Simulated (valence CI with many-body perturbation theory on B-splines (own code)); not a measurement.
# E1 line list for Rh5+

Method: configuration interaction combined with many-body perturbation theory (CI+MBPT): four valence electrons over a frozen Dirac-Fock core [Kr], radial functions for each j: 7 s, 7 p, 8 d, 6 f, 4 g, 1 h, with the one-electron correlation potential Σ1 (screened to all orders), the two-electron term Σ2, the three-electron term Σ3, Breit, model QED; selected single and double excitations, second order for the rest, scaled by the run's own slope (own B-spline code, finite nucleus).

No measured levels were compared; by estimate terms of the open shell hold to 2 to 4 % of their energy, and close levels can change places; different configurations can be misplaced against each other by 1,000 to 8,000 cm⁻¹. The list stops below the first excitations out of the core.

Lines 101 to 150 of 600 in falling wavelength, among levels below 35.835 eV, chosen from the strongest by gf and those to the six lowest levels. Wavelengths and rates use the calculated energies, so an error of 2000 cm⁻¹ moves a line at 1350 Å by 2.7 % and its rate by three times that or more. Electric multipoles are in the length gauge, E1 and E2 with the static RPA response of the core. Weak lines are less certain than strong ones. Lines between different terms over intervals too small for the method are left out, as are lines whose strength nearly cancels. Where a level lies close to another of its J and parity, the split of strength between their lines is uncertain. The highest levels of a list are the least certain.

Names give the largest LS component (configuration and term), which can be under half, so a name can repeat, a term be missing and a line seem to break the LS rules; names also repeat where a configuration has a term twice. Letters in brackets count levels of one name in rising energy.

```
λ vac (Å)            Upper           Lower   A (s⁻¹)  S (a.u.) with core polarisation  S without
     1350      4d³5p ⁵G°_4      4d³5s ⁵F_3  5.76e+08                         6.30e+00   7.47e+00
     1350  4d³5p ³F°_2 [a]  4d³5s ³F_3 [a]  2.77e+08                         1.68e+00   1.97e+00
     1349  4d³5p ¹G°_4 [a]      4d³5s ³G_3  1.37e+08                         1.50e+00   1.77e+00
     1348  4d³5p ³F°_3 [d]  4d³5s ³F_4 [b]  9.19e+07                         7.78e-01   9.21e-01
     1348  4d³5p ³D°_3 [b]  4d³5s ³D_3 [a]  3.09e+08                         2.61e+00   3.10e+00
     1344  4d³5p ³H°_6 [a]      4d³5s ³G_5  3.33e+08                         5.19e+00   6.13e+00
     1342  4d³5p ³H°_6 [b]      4d³5s ³H_5  8.16e+07                         1.27e+00   1.49e+00
     1341  4d³5p ¹D°_2 [a]  4d³5s ³F_2 [b]  1.39e+08                         8.29e-01   9.85e-01
     1341  4d³5p ⁵D°_3 [a]      4d³5s ⁵F_4  7.47e+08                         6.22e+00   7.40e+00
     1340  4d³5p ³P°_2 [a]      4d³5s ⁵P_1  1.72e+08                         1.02e+00   1.22e+00
     1339  4d³5p ³H°_6 [b]      4d³5s ³H_6  2.38e+08                         3.67e+00   4.35e+00
     1339  4d³5p ⁵D°_1 [b]      4d³5s ⁵P_1  4.51e+08                         1.60e+00   1.90e+00
     1339  4d³5p ³P°_2 [b]  4d³5s ³P_2 [a]  1.56e+08                         9.27e-01   1.10e+00
     1337  4d³5p ¹G°_4 [c]      4d³5s ¹G_4  1.44e+08                         1.53e+00   1.81e+00
     1336      4d³5p ⁵S°_2  4d³5s ³P_2 [b]  1.13e+08                         6.65e-01   7.83e-01
     1335  4d³5p ¹D°_2 [a]  4d³5s ³F_3 [b]  1.09e+08                         6.38e-01   7.57e-01
     1332  4d³5p ³D°_1 [b]  4d³5s ³P_0 [a]  3.23e+08                         1.13e+00   1.34e+00
     1332  4d³5p ⁵D°_4 [a]      4d³5s ⁵F_5  9.45e+08                         9.93e+00   1.18e+01
     1330  4d³5p ³G°_5 [a]      4d³5s ³H_4  2.30e+08                         2.93e+00   3.46e+00
     1330      4d³5p ⁵G°_5      4d³5s ⁵F_4  5.81e+08                         7.43e+00   8.81e+00
     1330  4d³5p ¹D°_2 [b]      4d³5s ¹F_3  4.06e+08                         2.35e+00   2.78e+00
     1329  4d³5p ³F°_2 [d]  4d³5s ³P_1 [b]  2.41e+08                         1.39e+00   1.65e+00
     1327      4d³5p ⁵P°_3      4d³5s ⁵P_3  8.72e+08                         7.03e+00   8.37e+00
     1326  4d³5p ³D°_2 [c]  4d³5s ³D_3 [a]  1.39e+08                         8.00e-01   9.49e-01
     1325  4d³5p ³F°_4 [a]  4d³5s ³F_4 [a]  8.18e+08                         8.46e+00   9.91e+00
     1323      4d³5p ⁵P°_2      4d³5s ⁵P_2  4.27e+08                         2.44e+00   2.90e+00
     1322  4d³5p ³H°_5 [a]  4d³5s ³F_4 [a]  1.32e+08                         1.65e+00   1.92e+00
     1322  4d³5p ³F°_4 [c]  4d³5s ³F_4 [b]  7.33e+08                         7.52e+00   8.91e+00
     1321  4d³5p ³H°_4 [b]      4d³5s ³H_4  6.53e+07                         6.69e-01   7.94e-01
     1320  4d³5p ³D°_2 [b]  4d³5s ³P_1 [c]  1.84e+08                         1.04e+00   1.23e+00
     1316  4d³5p ¹F°_3 [a]  4d³5s ³P_2 [a]  2.12e+08                         1.67e+00   1.97e+00
     1315  4d³5p ¹G°_4 [b]      4d³5s ³H_5  7.75e+07                         7.83e-01   9.28e-01
     1313  4d³5p ³D°_1 [c]  4d³5s ³P_1 [c]  3.73e+08                         1.25e+00   1.48e+00
     1313  4d³5p ³G°_4 [b]      4d³5s ³G_5  9.07e+07                         9.13e-01   1.08e+00
     1312  4d³5p ³H°_4 [a]  4d³5s ³F_3 [a]  1.00e+08                         1.01e+00   1.17e+00
     1310  4d³5p ³F°_3 [a]  4d³5s ³F_3 [a]  6.50e+08                         5.05e+00   5.91e+00
     1308      4d³5p ³I°_6      4d³5s ³H_5  8.84e+08                         1.27e+01   1.50e+01
     1306  4d³5p ³F°_2 [a]  4d³5s ³F_2 [a]  5.58e+08                         3.07e+00   3.59e+00
     1306      4d³5p ³I°_6      4d³5s ³H_6  9.19e+07                         1.31e+00   1.56e+00
     1304  4d³5p ¹H°_5 [b]      4d³5s ³H_6  1.27e+08                         1.53e+00   1.82e+00
     1302  4d³5p ³G°_4 [b]      4d³5s ³G_4  3.45e+08                         3.39e+00   4.01e+00
     1302      4d³5p ¹I°_6      4d³5s ¹H_5  8.75e+08                         1.24e+01   1.45e+01
     1302  4d³5p ³D°_2 [d]  4d³5s ³P_2 [c]  1.93e+08                         1.05e+00   1.25e+00
     1297  4d³5p ³D°_2 [b]  4d³5s ³P_1 [b]  2.43e+08                         1.31e+00   1.55e+00
     1297  4d³5p ¹F°_3 [a]      4d³5s ³H_4  1.31e+08                         9.87e-01   1.16e+00
     1296  4d³5p ¹F°_3 [b]  4d³5s ¹D_2 [a]  5.83e+08                         4.39e+00   5.15e+00
     1292  4d³5p ³D°_3 [c]  4d³5s ³P_2 [b]  6.52e+08                         4.86e+00   5.69e+00
     1292  4d³5p ³F°_3 [c]  4d³5s ³P_2 [a]  3.60e+08                         2.68e+00   3.17e+00
     1290  4d³5p ³G°_5 [b]      4d³5s ¹H_5  1.42e+08                         1.66e+00   1.95e+00
     1290  4d³5p ³G°_3 [d]  4d³5s ³F_2 [b]  4.83e+08                         3.58e+00   4.22e+00
```
